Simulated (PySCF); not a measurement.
C₆ coefficients of unlike pairs at PBE0

Calculated with PySCF 2.14 from the dipole response of each species, C₆(A,B) = (3/π) ∫ α_A(iu) α_B(iu) du, in atomic units, from isotropic polarisabilities. For ions this is the dispersion term alone; charge-induced terms of lower order in 1/R come first.

```tsv
species	configuration	basis	relativity	α (bohr³)	C₆ (like pair)
Cl(3+)	[Ne] 3s2 3p2 (3P)	aug-cc-pV(T+d)Z with one added diffuse shell each of s, p, d, f type (7s6p5d3f)	none	4.382	11.89
Al(3+)	[Ne] (1S)	aug-cc-pCVTZ-DK (8s7p5d3f)	spin-free X2C	0.2403	0.2126
Kr(2+)	[Ar] 3d10 4s2 4p4 (3P)	aug-cc-pV5Z-PP with ECP10MDF (8s7p6d4f3g2h)	core potential	7.484	36.74
Zr+	[Kr] 4d2 5s1 (4F)	aug-cc-pwCVTZ-PP with ECP28MDF (8s8p7d4f3g)	core potential	60.64	520.9
```

Task: Estimate C₆ for Kr(2+) with Cl(3+).

Result: The integral gives 20.90. The combination rule 2 C_A C_B / (C_A α_B/α_A + C_B α_A/α_B) gives 20.89 and the geometric mean 20.90.

No spin-orbit coupling is included.

The other pairs:

```json
{"pair": "Kr(2+), Al(3+)", "C₆": "2.063"}
{"pair": "Zr+, Kr(2+)", "C₆": "115.7"}
{"pair": "Zr+, Al(3+)", "C₆": "5.031"}
{"pair": "Al(3+), Cl(3+)", "C₆": "1.159"}
{"pair": "Zr+, Cl(3+)", "C₆": "66.61"}
```
